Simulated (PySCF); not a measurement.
**Interval between two levels of Pd²⁺ by level of theory**

Pd²⁺ [Kr] 4d8 [3F4, M_J = 4] → Pd²⁺ [Kr] 4d7 5s1 [5F5, M_J = 5], as a difference of total energies. Computed with PySCF 2.14 in x2c-TZVPall-2c with one added diffuse shell each of s, p, d type (9s10p8d1f, 86 functions), with the two-component X2C-1e Hamiltonian. Correlated levels: [Ar] 3d10 frozen; the 6 highest virtual spinors dropped. "Screened" scales the spin-orbit matrix elements by Boettger's factors to mimic the two-electron term; Breit and QED terms are absent.

```
                    method  interval between two levels (cm⁻¹)
           GHF (spin-free)                               49213
          GMP2 (spin-free)                               51109
 GHF (screened spin-orbit)                               48758
GMP2 (screened spin-orbit)                               50628
```

The labels give the starting determinants; with spin-orbit coupling the two ends relaxed to ⟨J²⟩ = 20.01, ⟨L²⟩ = 12.06, ⟨S²⟩ = 2.00 and ⟨J²⟩ = 30.01, ⟨L²⟩ = 12.16, ⟨S²⟩ = 5.94.
